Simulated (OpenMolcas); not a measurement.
An OpenMolcas run meant for Pm IV (ANO-RCC-VTZP, DKH3; inactive shells 1s 2s 2p 3s 3p 3d 4s 4p 4d 5s 5p; intended active space 4 electrons in 7 orbitals (4f)). One step of its input:

```
&RASSCF
FileOrb=start.orb
Symmetry=1
Spin=5
nActEl=4 0 0
Inactive=15 12
Ras2=0 7
CIRoot=35 35 1
SDav=35
CIMx=300
Iter=98 100
PrWF=0.3
OrbListing=Nothing
MaxOrb=0
Atom
Thrs=1.0e-3 5.0e-1 5.0e-1
```

The run finished. Its levels beside those of a sound run (CASSCF), in cm-1 above each run's lowest level:

| Level | This run | Usual run |
| --- | --- | --- |
| 4f4 5I4 | 0.0 | 0.0 |
| 4f4 5I5 | 1554 | 1580 |
| 4f4 5I6 | 3285 | 3342 |
| 4f4 5I7 | 5125 | 5220 |
| 4f4 5I8 | 7012 | 7151 |
| 4f4 5F1 | 16946 | 17264 |
| 4f4 5F2 | 17487 | 17815 |
| 4f4 5F3 | 18298 | 18642 |
| 4f4 5S2 | 19110 | 19469 |
| 4f4 5F4 | 19380 | 19745 |

Question: Which setting is unsound, and how much does it matter here?

Answer: The convergence thresholds are far too loose, so the orbitals stop early. Against the sound run the excited levels shown move by 230 cm-1 on average and by 360 cm-1 at most.

High states are left out of the spin-orbit mixing, which shifts the levels that they would mix with. Without dynamic correlation excited terms often stand tens of per cent too high (terms of higher spin than the ground term too low), and those without a measured partner can miss by more than the paired ones. Only configurations of the active space appear.
